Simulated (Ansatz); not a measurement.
Li₉⁻, relaxed as a singlet with RKS r2SCAN/def2-TZVPD in Ansatz, starting from the GFN2-xTB geometry. Force threshold 0.02 eV/Å.

The restricted singlet is unstable towards broken spin symmetry in Hartree–Fock (as tested in another run); at r2SCAN/def2-TZVPD this wasn't settled. Another isomer (singlet) lies 1.00 eV lower at PBE0/def2-TZVPD; other spin states weren't run for this one.

Start:

Cartesian coordinates in Å:
```
Li 0.2828 -3.3418 0.6239
Li -0.7189 3.0564 0.2465
Li 1.0709 -1.9741 -1.1504
Li 0.4740 -0.1143 -3.0561
Li -0.6424 1.7609 2.2710
Li 0.0645 -0.4703 1.1541
Li 0.1926 -1.9421 2.9943
Li -0.4095 0.3812 -0.8854
Li -0.3140 2.6441 -2.1979
```

Question: Estimate the energy that the relaxation releases and the steps that it takes.

Answer: 49.1 kcal/mol, in 13 steps; 47 s on 2 threads of Arm Neoverse V2 on a shared host. The force fell under the threshold at step 10, but the optimiser went on and released 0.005 eV more. No frequencies were taken in this run, so the end may be a saddle point.

Question: Does the start keep its bonding and symmetry?

Answer: Bonds lost: Li1–Li3, Li1–Li7, Li2–Li5, Li3–Li4, Li3–Li8 (atoms count from 1). Metal–metal contacts that move far: Li6–Li8 2.26 to 3.14 Å, Li2–Li9 2.51 to 3.12 Å, Li4–Li8 2.40 to 2.95 Å.

Question: Predict the relaxed structure.

Answer: 
```xyz
9

Li    0.495   -3.962    1.304
Li   -0.815    3.617    0.145
Li    0.636   -2.159   -1.399
Li    0.554    0.330   -3.648
Li   -0.699    1.064    2.324
Li    0.978   -1.093    1.299
Li   -0.389   -1.846    3.750
Li   -0.111    0.932   -0.842
Li   -0.648    3.118   -2.933
```
Bond lengths (bridged metal pairs left out): 6 × Li–Li 2.91 to 2.95 Å.
